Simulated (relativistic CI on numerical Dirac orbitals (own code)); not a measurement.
Au5+: 4d photoemission

Computed with this model: Dirac-Coulomb-Breit CI, KLI orbitals optimised for each configuration, model QED (radiative potential, 1s self-energy scaled to tabulated hydrogen-like ionisation energies), valence Slater integrals scaled by 0.9, multiplet model of photoemission in the sudden approximation; configurations [Xe] 4f14 5d6 → [Kr] 4d9 4f14 5s2 5p6 5d6; 80 K; Lorentzian 3.5 eV and Gaussian 0.6 eV FWHM. Energies are those of the free ion, without screening or charge transfer. The energies are binding energies and can lie tens of eV above those of solids. S is read from ⟨S²⟩ = S(S + 1).

Field parameters in Wybourne normalisation: D4h B²₀ = −7Ds, B⁴₀ = 21(Dq − Dt), B⁴₄ = 21√(5/14) Dq. The field is a parameter set, without covalency.

free ion: ground-state S = 1.81, centroid 426.62 eV. Peaks (eV, height): 418.8 (100), 438.0 (72).

D4h, 10Dq = 30800, Ds = -1500, Dt = 660 cm⁻¹: ground-state S = 0.53, centroid 426.82 eV. Peaks (eV, height): 419.0 (100), 438.2 (66).

Strongest unbroadened transitions for D4h, 10Dq = 30800, Ds = -1500, Dt = 660 cm⁻¹:

```
Energy (eV)  Relative strength
     418.86               97.3
     418.90              100.0
     418.98               89.9
     419.74                1.0
     420.04                1.4
     420.71                1.6
     421.33                1.3
     423.32                1.0
     423.83                1.2
     424.79                1.3
     437.76                2.0
     437.97               91.0
     437.98               89.4
     438.08                1.8
     438.92                2.5
     439.26                3.5
     439.51                1.3
     439.53                3.0
```
